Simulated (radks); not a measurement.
Fractional charge and spin in the 5p shell of gold: the spin-up occupation runs from 2 to 3 and the spin-down occupation from 2 to 3; the fullest corner is Au+, [Kr] 4d10 4f14 5s2 5d10 5p(up 3, down 3). All-electron calculation, scalar-relativistic Kohn-Sham, PBE, spin-polarised, spherical densities, finite nucleus; Fermi nuclear charge, rms radius of each element as measured or else 0.836 A^(1/3) + 0.57 fm. Program: a radial shooting solver on a logarithmic mesh with Libxc functionals. Energy (eV) minus the two flat planes that join the four corners (they meet along the diagonal where the two added fractions sum to one electron); zero is where a piecewise linear energy would lie.

down \ up       2     2.5       3
2           0.000  -1.956   0.000
2.5        -1.956   0.239  -1.767
3           0.000  -1.767   0.000

Corners above the fullest one (they belong to Au2+ and the next ion): (up 3, down 2) 75.186 eV, (up 2, down 3) 75.186 eV, (up 2, down 2) 166.25 eV. With half an added electron in each spin the energy lies 0.239 eV from the planes, and with half an added electron in spin up alone -1.956 eV. The planes are only a guide here: the flat-plane condition holds for ground states with one frontier orbital, while this shell lies below other occupied shells, so the corners above the fullest one are inner-hole states and not the ground states of those ions.
